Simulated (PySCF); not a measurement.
Isomers of C3H11GeNSi and their computed core-level spectra.

Theory: PySCF 2.14.0, delta-SCF UKS SCAN, pcX-2 on the ionised atom, pcseg-1 elsewhere, spin-free X2C. Geometries: PBE0-D3(BJ)/def2-SVP; isolated species, one conformer each.

Line lists (1s up to Mg, 2p3/2 beyond, nothing for Ge; areas count atoms within a level, one atom standing for each set equivalent by bonding):
1. C 1s: 290.06 (area 1), 290.63 (area 2) eV; N 1s: 403.76 eV; Si 2p3/2: 106.42 eV
2. C 1s: 290.53 (area 2), 291.44 (area 1) eV; N 1s: 403.81 eV; Si 2p3/2: 106.68 eV
3. C 1s: 290.16 (area 1), 290.45 (area 1), 291.61 (area 1) eV; N 1s: 403.74 eV; Si 2p3/2: 106.68 eV

Structures:
A. `C=CC[N]([SiH3])[GeH3]`
B. `[GeH3][NH][SiH2]C1CC1`
C. `[SiH3][N]([GeH3])C1CC1`

**Question.** Match each list to its structure.

**Answer.** 
- 1 = B: another candidate has the same counts of sites, so positions decide. C 1s: 290.06 sp3 carbon bound to silicon, 290.63 three-membered-ring carbon (×2); N 1s: 403.76 silicon-bound nitrogen; Si 2p3/2: 106.42 SiH2 silicon.
- 2 = C: another candidate has the same counts of sites, so positions decide. C 1s: 290.53 three-membered-ring carbon (×2), 291.44 sp3 carbon bound to nitrogen; N 1s: 403.81 silicon-bound nitrogen; Si 2p3/2: 106.68 SiH3 silicon.
- 3 = A: no other candidate has these counts of sites. C 1s: 290.16 terminal =CH2 carbon, 290.45 alkene CH carbon, 291.61 sp3 carbon bound to nitrogen; N 1s: 403.74 silicon-bound nitrogen; Si 2p3/2: 106.68 SiH3 silicon.

For 2p shells one spin-free hole was relaxed; a mean-field spin–orbit operator and the ground-state splitting of the three 2p orbitals were then diagonalised within the shell. The shell's mean is (2 × 2p3/2 + 2p1/2)/3, and the degeneracies 2j + 1 give areas of 2:1.
